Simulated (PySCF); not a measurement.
Isomers of C6H7N, one GFN2-xTB conformer each. Single-point energies are computed at PBE0/pcSseg-1 (PySCF, gas phase, no added dispersion term), electronic only.

| SMILES | GFN2-xTB relative energy (kJ/mol) |
| --- | --- |
| C#C/C=N\C1CC1 | 284.6 |
| C=CC/C=C\C#N | 234.9 |
| Cc1ccccn1 | 0.0 |
| Cc1ccncc1 | 1.3 |

Conformers: `[CH:1]#[C:2]/[CH:3]=[N:4]\[CH:5]1[CH2:6][CH2:7]1` with C3–N4–C5–C6 -147°; `[CH2:1]=[CH:2][CH2:3]/[CH:4]=[CH:5]\[C:6]#[N:7]` with C1–C2–C3–C4 113°, C2–C3–C4–C5 116°.

What does PBE0/pcSseg-1 give for the same structures?

| SMILES | PBE0/pcSseg-1 E (Eh) | PBE0/pcSseg-1 (kJ/mol) | GFN2-xTB (kJ/mol) | point group |
| --- | --- | --- | --- | --- |
| Cc1ccccn1 | -287.22354 | 0.0 | 0.0 | Cs |
| Cc1ccncc1 | -287.22192 | 4.2 | 1.3 | Cs |
| C=CC/C=C\C#N | -287.15596 | 177.4 | 234.9 | C1 |
| C#C/C=N\C1CC1 | -287.09470 | 338.3 | 284.6 | Cs |

Both levels put the same isomer lowest; measured from each level's own lowest isomer, the values differ by up to 57.5 kJ/mol (C=CC/C=C\C#N: 234.9 against 177.4). As drawn, the lowest has an aromatic ring, which the highest lacks; the highest has a three-membered ring, a C≡C bond and a C=N bond, which the lowest lacks. Neighbours under 10 kJ/mol apart (Cc1ccccn1 and Cc1ccncc1) can change places with a better method, another conformer or zero-point energy.

Which frontier levels, dipoles and rotational constants go with these structures?

| SMILES | HOMO (eV, PBE0/pcSseg-1) | LUMO (eV) | dipole (D) | A, B, C (MHz) |
| --- | --- | --- | --- | --- |
| Cc1ccccn1 | -7.28 | -0.61 | 1.94 | 5782, 2672, 1848 |
| Cc1ccncc1 | -7.27 | -0.59 | 2.75 | 5925, 2572, 1814 |
| C=CC/C=C\C#N | -7.87 | -1.54 | 4.09 | 7248, 1281, 1158 |
| C#C/C=N\C1CC1 | -7.29 | -1.27 | 1.57 | 7054, 1503, 1371 |
